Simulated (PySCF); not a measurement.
C4H3NOS, SMILES O=Cc1nccs1.

Geometry: PBE0-D3(BJ)/def2-SVP. Other conformers were not sampled.

Two levels are set side by side: PBE/def2-TZVP (PySCF) and ωB97X/def2-TZVP (PySCF). Same geometry, gas phase. Differences are taken from unrounded values.

```json
[
 {"quantity": "orbital gap (eV)", "PBE": "2.94"},
 {"quantity": "highest occupied level (eV)", "PBE": "-6.25"},
 {"quantity": "lowest empty level (eV)", "PBE": "-3.32"},
 {"quantity": "dipole moment (D)", "PBE": "3.25"},
 {"quantity": "mean polarisability (bohr³)", "PBE": "74.3"}
]
```

Question: These are the PBE values. What does ωB97X give? (Estimate from the structure and the level; the computed values follow.)

Answer: 
| quantity | ωB97X | PBE minus ωB97X |
|---|---|---|
| orbital gap (eV) | 9.49 | -6.56 |
| highest occupied level (eV) | -9.87 | 3.62 |
| lowest empty level (eV) | -0.38 | -2.93 |
| dipole moment (D) | 3.11 | 0.14 |
| mean polarisability (bohr³) | 70.6 | 3.8 |

Without exact exchange PBE keeps part of each electron's self-repulsion, which lifts occupied levels and narrows the gap. PBE's more diffuse valence density responds more strongly to a field. Differences between two approximate levels are no errors against the true value.

Rough cost on one machine, each run with all the roots and properties that it gave: ωB97X against PBE within a factor of 2.
